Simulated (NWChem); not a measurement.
System: ZnNH2Br; SMILES [Br][Zn][NH2]

The following NWChem deck was run.

```
start job
memory heap 200 mb stack 900 mb global 1100 mb
geometry units angstroms noautoz
  Zn     0.165230    -0.791071    -0.001796
  Br    -0.141425     1.425167     0.004049
  N      0.560504    -2.565971    -0.006665
  H      0.303509    -3.079590    -0.846853
  H      0.223560    -3.104898     0.788315
end
basis spherical
  * library def2-tzvp
end
dft
  xc m05-2x
  iterations 150
  mulliken
end
task dft energy
```

NWChem printed, in part:

```
             Northwest Computational Chemistry Package (NWChem) 7.3.0
             --------------------------------------------------------

 C1  symmetry detected

                             Geometry "geometry" -> ""
                             -------------------------

 Output coordinates in angstroms (scale by  1.889725989 to convert to a.u.)

  No.       Tag          Charge          X              Y              Z
 ---- ---------------- ---------- -------------- -------------- --------------
    1 Zn                  30.0000     0.00201752     0.82461684    -0.01915299
    2 Br                  35.0000    -0.00062353    -1.41254080     0.01086458
    3 N                    7.0000    -0.00420814     2.63878131     0.10455540
    4 H                    1.0000    -0.82326106     3.11046849    -0.27284399
    5 H                    1.0000     0.81401606     3.11848498    -0.26471458

 Effective nuclear repulsion energy (a.u.)     370.0779535234

                                 NWChem DFT Module
                                 -----------------

 Summary of "ao basis" -> "ao basis" (spherical)
 ------------------------------------------------------------------------------
       Tag                 Description            Shells   Functions and Types
 ---------------- ------------------------------  ------  ---------------------
 Zn                        def2-tzvp                16       48   6s5p4d1f
 Br                        def2-tzvp                16       48   6s5p4d1f
 N                         def2-tzvp                11       31   5s3p2d1f
 H                         def2-tzvp                 4        6   3s1p

            General Information
            -------------------
          SCF calculation type: DFT
          Wavefunction type:  closed shell.
          No. of atoms     :     5
          No. of electrons :    74
           Alpha electrons :    37
            Beta electrons :    37
          Charge           :     0
          Spin multiplicity:     1
          Use of symmetry is: off; symmetry adaption is: off
          Maximum number of iterations: 150
          AO basis - number of functions:   139
                     number of shells:    51
          Convergence on energy requested:  1.00D-06
          Convergence on density requested:  1.00D-05
          Convergence on gradient requested:  5.00D-04

              XC Information
              --------------
                       M05-2X Method XC Functional
                     Hartree-Fock (Exact) Exchange  0.560
                M05-2X metaGGA Exchange Functional  0.440
                      M05-2X Correlation Potential  1.000

             Grid Information
             ----------------
          Grid used for XC integration:  medium
          Radial quadrature: Mura-Knowles
          Angular quadrature: Lebedev.
          Tag              B.-S. Rad. Rad. Pts. Rad. Cut. Ang. Pts.
          ---              ---------- --------- --------- ---------
          Zn                  1.35      112           9.0       590
          Br                  1.15      112          12.0       590
          N                   0.65       49          11.0       434
          H                   0.35       45          12.0       434
          Grid pruning is: on
          Number of quadrature shells:   363
          Spatial weights used:  Erf1

      Superposition of Atomic Density Guess
      -------------------------------------

 Sum of atomic energies:       -4405.51723014

      Non-variational initial energy
      ------------------------------

 Total energy =   -4406.252640
 1-e energy   =   -6879.453087
 2-e energy   =    2103.122493
 HOMO         =      -0.345102
 LUMO         =      -0.047024

     ---------------------------------------------
      Total Density - Mulliken Population Analysis
     ---------------------------------------------

    Atom       Charge   Shell Charges
 -----------   ------   -------------------------------------------------------
    1 Zn  30    28.96   2.00  2.00  1.18  0.80  0.52  0.21  5.99  4.77  1.25  0.21  0.03  5.43  3.38  1.14  0.05  0.00
    2 Br  35    35.52   2.00  2.00  1.16  0.78  1.01  0.99  6.00  5.94  1.30  2.96  1.37  8.98  1.02 -0.01  0.02  0.00
    3 N    7     8.15   0.82  1.16  0.57  0.85  0.18  1.62  1.95  0.97  0.00  0.01  0.00
    4 H    1     0.68   0.22  0.34  0.08  0.04
    5 H    1     0.68   0.22  0.34  0.08  0.04

   convergence    iter        energy       DeltaE   RMS-Dens  Diis-err
 ---------------- ----- ----------------- --------- --------- ---------
 d= 0,ls=0.0,diis     1  -4409.3910207007 -4.78D+03  5.40D-03  1.36D+00
 d= 0,ls=0.0,diis     2  -4409.4058341387 -1.48D-02  3.01D-03  5.26D-01
 d= 0,ls=0.0,diis     3  -4409.4430972069 -3.73D-02  9.59D-04  1.81D-01
 d= 0,ls=0.0,diis     4  -4409.4579018600 -1.48D-02  2.08D-04  8.58D-03
 d= 0,ls=0.0,diis     5  -4409.4583048051 -4.03D-04  7.04D-05  4.99D-04
  Resetting Diis
 d= 0,ls=0.0,diis     6  -4409.4583245439 -1.97D-05  3.90D-05  7.48D-05
 d= 0,ls=0.0,diis     7  -4409.4583319892 -7.45D-06  1.30D-05  3.58D-06
 d= 0,ls=0.0,diis     8  -4409.4583321752 -1.86D-07  5.36D-06  4.42D-06

         Total DFT energy =    -4409.458332175228
      One electron energy =    -6879.745081898332
           Coulomb energy =     2270.300594677042
    Exchange-Corr. energy =     -170.091798477321
 Nuclear repulsion energy =      370.077953523382

 Numeric. integr. density =       74.000004265714

                       DFT Final Molecular Orbital Analysis
                       ------------------------------------

[...]
```

Level: M05-2X/def2-TZVP. All runs use the structure optimised with PBE0/def2-SVP.
